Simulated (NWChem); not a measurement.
Molecule: SiN3H7O; SMILES N[Si](N)(N)O

```xyz
12

N      1.4121    -0.9676     0.3400
Si     0.0262    -0.0234    -0.0277
N     -0.1250     1.3773     0.9907
N     -1.3075    -1.1099     0.1464
O      0.1488     0.5827    -1.5803
H      2.3461    -0.7040     0.0596
H      1.4031    -1.6557     1.0796
H      0.1006     1.2740     1.9734
H     -0.9163     2.0019     0.8777
H     -1.3450    -1.9078    -0.4795
H     -2.2339    -0.7139     0.2575
H      0.5715     1.4529    -1.6075
```
Atoms are numbered in this order, from 1.

Computed with NWChem. STO-3G and 3-21G are far too small for this property and stand as cheap habits. Structure relaxed at the B3LYP/6-31G* (spherical d) level. B3LYP is NWChem's, with the RPA form of VWN correlation. Field at 589 nm.

Estimate the computed values for B3LYP/STO-3G. Quantities: isotropic polarisability (bohr³); anisotropy (bohr³).


- isotropic polarisability (bohr³) = 23.5
- anisotropy (bohr³) = 5.9
